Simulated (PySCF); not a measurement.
## One reaction down a group: Li, Na, K, Cs

The same gas-phase reaction for Li, Na, K, Cs:
- 2 LiOH → 2 Li + H2 + 2 O
- 2 NaOH → 2 Na + H2 + 2 O
- 2 KOH → 2 K + H2 + 2 O
- 2 CsOH → 2 Cs + H2 + 2 O

Computed with PySCF and rigid-rotor harmonic-oscillator thermochemistry at 1 bar. S°(298 K) at PBE0/def2-TZVP differs from the NASA 1993 table for NaOH (+8 J/mol/K); whether the harmonic model or the table's entry is off was not settled. † marks an energy on the PBE0/def2-TZVP geometry and frequencies; other levels use their own. MP2 and CCSD(T) freeze the core. Open shells (unrestricted): Li (multiplicity 2), O (multiplicity 3, electronic degeneracy 9), Na (multiplicity 2), K (multiplicity 2), Cs (multiplicity 2); the rest are closed-shell singlets. Spin-orbit splitting is ignored; it lowers the true energy and changes the entropy of O. For K, Li, Na the outer core is correlated in a valence basis, which is rough. Cs: scalar-relativistic def2 core potential, no spin-orbit coupling. MP2 isn't extrapolated to the basis-set limit. CCSD(T) isn't extrapolated to the basis-set limit. The harmonic model lacks anharmonicity and excited electronic states, which grow with temperature; levels with a mode under 35 cm⁻¹ are left out. Warning, point group unlike the PBE0 one: NaOH (PBE/def2-SVP).

ΔH°(298 K) in kJ, by level:

| level | Li | Na | K | Cs |
|---|---|---|---|---|
| ωB97M-V/def2-TZVP† | 1274.6 | 1056.6 | 1089.8 | 1118.8 |
| LDA/def2-TZVP† | 1510.6 | 1281.0 | 1317.8 | 1357.0 |
| CCSD(T)/def2-TZVPP† | 1209.2 | 1010.0 | 1017.5 | 1047.7 |
| MP2/def2-TZVPP† | 1284.6 | 1088.7 | 1100.7 | 1132.1 |
| MP2/def2-SVP† | 1181.6 | 975.1 | 964.5 | 966.2 |
| PBE0/def2-TZVP | 1216.5 | 1006.3 | 1041.6 | 1077.9 |
| r2SCAN/def2-TZVP† | 1240.8 | 1046.2 | 1080.6 | 1112.2 |
| PBE/def2-SVP | 1291.8 | 1064.6 | 1069.2 | 1104.7 |

At ωB97M-V/def2-TZVP†, ΔH° is not monotonic: it is lowest for Na and highest for Li, over a range of 218.0 kJ; the steps are -218.0, +33.2, +29.0 kJ. 7 of the 8 levels shown give the same order; MP2/def2-SVP† orders the members differently. The levels scatter most for Cs (390.8 kJ between the highest and the lowest) and least for Na (305.9 kJ). ΔS°(298 K) runs from 288.6 to 313.8 J/K, so TΔS° at 298 K spreads over 7.5 kJ among the members, against 218.0 kJ for ΔH°.

Free energies at ωB97M-V/def2-TZVP†:

| member | ΔS°(298 K), J/K | ΔG°(298 K), kJ | ΔG°(1600 K), kJ | ΔG° changes sign |
|---|---|---|---|---|
| Li | 313.8 | 1181 | 753 | none from 298 to 2500 K |
| Na | 288.6 | 971 | 584 | none from 298 to 2500 K |
| K | 304.0 | 999 | 591 | none from 298 to 2500 K |
| Cs | 299.3 | 1030 | 629 | none from 298 to 2500 K |

The NASA 1993 table, where it holds all species, gives ΔH°(298 K) = 1286 kJ for Li, 1108 kJ for Na, 1142 kJ for K, 1170 kJ for Cs; its entries are part measured, part old estimates, and weren't checked at source. After a fit of one offset per element over all species, the range-separated, M06-2X, PBE0/def2-QZVP and CCSD(T)/def2-TZVPP enthalpies, where run, lie to one side of the table for NaOH (+16 kJ/mol), KOH (+19 kJ/mol): a fault of the table's entry, another state or a shared error of the levels is possible; this was not checked at source.
